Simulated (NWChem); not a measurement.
System: C3H5 cation

```xyz
8

C      0.0015    -1.3824     0.0019
C     -0.0478    -0.1095    -0.0008
C     -0.0495     1.2914     0.0016
H     -0.9293    -1.9724    -0.0818
H      0.9584    -1.9266     0.0843
H      1.0466     1.5132     0.1004
H     -0.3676     1.7347    -0.9575
H     -0.5328     1.7310     0.8909
```
Atoms are numbered in this order, from 1.

Computed with NWChem. Pople sets run with spherical d functions. Geometry: optimised at PBE0/def2-SVP. B3LYP is NWChem's, with the RPA form of VWN correlation. Atomic charges in e: unrestrained fits to the electrostatic potential beside Mulliken populations; buried atoms are poorly determined by the fit.

For level B3LYP/def2-SVP:

```
Quantity     Value
-----------  -----
Mulliken C1  -0.14
Mulliken C2   0.20
Mulliken C3   0.05
```

**Question.** Estimate the same quantities for level Hartree-Fock/6-31G*.

**Answer.** 
| Quantity | Value |
|---|---|
| Mulliken C1 | -0.50 |
| Mulliken C2 | 0.49 |
| Mulliken C3 | -0.67 |
